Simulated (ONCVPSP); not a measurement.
# Transferability test, ONCV potential for Au (Z = 79)

| Item | Value |
| --- | --- |
| Element | Au (Z = 79) |
| Generator | ONCVPSP 4.0.1 |
| Type | optimised norm-conserving Vanderbilt (ONCV) |
| Functional | Wu-Cohen |
| Relativity | scalar-relativistic |
| Frozen core | [Kr] 4d10 4f14 |
| Valence charge | 19 |
| Reference configuration | 5s2 5p6 5d10 6s1 |
| Partial waves | 5s+6s: rc 1.25 bohr, ncon 4, nbas 8, qcut 8.4 1/bohr, 3 projectors, debl 0.3 Ha; 5p: rc 1.50 bohr, ncon 4, nbas 8, qcut 9.2 1/bohr, 2 projectors, debl 2.1 Ha; 5d: rc 2.25 bohr, ncon 3, nbas 8, qcut 6.2 1/bohr, 2 projectors, debl 2.1 Ha |
| Local potential | polynomial inside 0.90 bohr (lpopt 5, dvloc0 6 Ha) |
| Core correction | none |

In the p channel the program set the typed energies aside and used -2.198, 0.250 Ha.

Energies are relative to the spin-unpolarised reference configuration 5s2 5p6 5d10 6s1; without spin polarisation the order of configurations can differ from experiment.

**Question.** Give the all-electron excitation energy and the error of the potential for: 5s2 5p6 5d10 6s0; 5s2 5p6 5d9 6s0; 5s2 5p6 5d8 6s0; 5s2 5p6 5d9 6s2.

**Answer.**

```csv
valence configuration,charge,ΔE all-electron (eV),error AE − PS (meV)
5s2 5p6 5d10 6s0,+1,9.445,+0.3
5s2 5p6 5d9 6s0,+2,30.690,-0.9
5s2 5p6 5d8 6s0,+3,64.606,+45
5s2 5p6 5d9 6s2,0,1.658,+22
```

Levels in the configuration 5s2 5p6 5d9 6s0:

```tsv
level	all-electron (eV)	pseudo (eV)
5s	-130.096	-130.093
5p	-81.339	-81.337
5d	-27.372	-27.353
```

Note: ghosts flagged at negative energy: s at -1668.4 eV; GHOST(+) flagged for s at 307.5 eV. A true bound ghost makes a file unfit for plane-wave use.
